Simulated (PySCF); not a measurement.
# Interval between two levels of Sb⁺ by level of theory

Sb⁺ [Kr] 4d10 5s2 5p2 [3P2, M_J = 2] → Sb⁺ [Kr] 4d10 5s1 5p3 [5S2, M_J = 2], as a difference of total energies. All numbers are calculated (PySCF 2.14, the two-component X2C-1e Hamiltonian, in x2c-SVPall-2c with one added diffuse shell each of s, p type (7s9p4d, 54 functions)). Correlated levels: [Ar] 3d10 frozen; the 6 highest virtual spinors dropped. "Screened" scales the spin-orbit matrix elements by Boettger's factors to mimic the two-electron term; Breit and QED terms are absent.

| method | interval between two levels (cm⁻¹) | error (cm⁻¹) |
| --- | --- | --- |
| GHF (spin-free) | 33632 | -12432 |
| GMP2 (spin-free) | 39592 | -6473 |
| GHF (screened spin-orbit) | 32239 | -13825 |
| GMP2 (screened spin-orbit) | 38048 | -8017 |

Reference: 46065 cm⁻¹ (measured; NIST Handbook of Basic Atomic Spectroscopic Data (Sansonetti and Martin, J. Phys. Chem. Ref. Data 34, 1559 (2005))).

The spin-free rows relax to the high-spin LS determinant and lack the spin-orbit shift.

Errors of the correlated levels include the incompleteness of this basis and the frozen core.

The labels give the starting determinants; with spin-orbit coupling the two ends relaxed to ⟨J²⟩ = 6.01, ⟨L²⟩ = 2.53, ⟨S²⟩ = 1.77 and ⟨J²⟩ = 6.00, ⟨L²⟩ = 0.04, ⟨S²⟩ = 5.98.
